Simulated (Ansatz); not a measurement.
Basis-set extrapolation for C2H8AlNO2 (`C[O][Al]([NH2])[O]C`) (PBE0-D4/def2-TZVP geometry, frozen core, Ansatz). Multiplicity 1, RHF reference.

|  | def2-TZVPP | def2-QZVPP |
| --- | --- | --- |
| HF | -526.753865 | -526.775961 |
| MP2 correlation | -1.110210 | -1.192575 |
| CCSD(T) correlation | -1.190665 | not run |

Energies in hartree. Use E(X) = E(∞) + A·exp(−7.88·√X) for Hartree–Fock and E(X) = E(∞) + B·X^(−2.97) for correlation, with X = 3 and 4, and add CCSD(T) minus MP2 of the smaller set to the MP2 limit.

Q: What is the CCSD(T) energy at the basis-set limit?

A: HF limit: -526.775961 + (-0.022096) × 0.13774 = -526.77900. MP2 limit: -1.192575 + (-0.082365) × 0.74074 = -1.25359. Higher-order term: -1.190665 − (-1.110210) = -0.08046. Total: -528.11305 hartree, 4.59 eV below CCSD(T)/def2-TZVPP.
